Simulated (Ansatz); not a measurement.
**Isomers**

Structures of CH₅GeN, closed shell, relaxed at PBE0-D4/def2-TZVP (vibrations not checked; lower isomers may exist, and structures with a doubtful reference or unclear bonds are left out). Program: Ansatz 0.2.0. Basis: def2-TZVPP. Cores are frozen in the correlated methods. Filled d shells of the heavier atoms are correlated. The def2 sets are not built for correlating such inner shells, so the correlated values are less sure here. B3LYP uses VWN-RPA correlation.

Task: Rank them by CCSD(T) energy, lowest first, and give each one's height above the lowest. Links in brackets join atoms within 1.22 times the sum of their covalent radii (1.1 for two metals). (An estimate is asked for; the value comes from the calculation.)
A.
CH₅GeN ([CH2][N][GeH3])
```
8
angstrom
N -0.4939 -0.5896 -0.5963
C -0.2980 0.1971 -1.5581
Ge 0.5800 -0.4604 0.9204
H -0.9264 0.1254 -2.4541
H 0.4754 0.9824 -1.5869
H -0.3416 -0.1768 2.1140
H 1.2834 -1.8118 1.1026
H 1.6139 0.6759 0.7449
```
B.
CH₅GeN ([CH3][NH][GeH])
```
8
angstrom
C -0.9485 0.6632 -0.6217
N 0.0544 0.4794 0.4021
Ge 0.7433 -1.0224 1.1533
H -1.3064 -0.3135 -0.9487
H -0.5463 1.1900 -1.4946
H 0.4249 1.3541 0.7472
H -1.8068 1.2356 -0.2515
H -0.1747 -1.9829 0.2556
```
C.
CH₅GeN ([CH2][NH][GeH2])
```
8
angstrom
C -0.9910 0.7651 -0.3116
N 0.2335 0.5025 -0.0928
Ge 1.2622 -1.2479 -0.2140
H -1.6929 -0.0593 -0.3964
H -1.3518 1.7849 -0.4230
H 0.8331 1.3198 -0.0175
H 1.7633 -1.0203 1.2757
H -0.0563 -2.0448 0.1796
```

Result: The calculation gives: B (0.000 eV), A (0.432 eV), C (1.061 eV). Heights count from the lowest.

Task: Do PBE-D4, r2SCAN-D4, PBE0-D4, B3LYP-D4, wB97M-V, HF, MP2 give the same order? (A judgement: the text doesn't fix the answer.)

Result: Computed: All do.

No T1 diagnostic of these runs exceeds 0.017.

For scale, one of the runs: CCSD(T)/def2-TZVPP, 180 basis functions, launched by `ansatz run in.yaml --threads 2 --pin off --events-out ev --progress --plain --max-ram 4352MiB`. The run took 68 s on 2 CPU threads of an Arm Neoverse V1 (shared host), with 1.8 GiB of host memory at its peak.
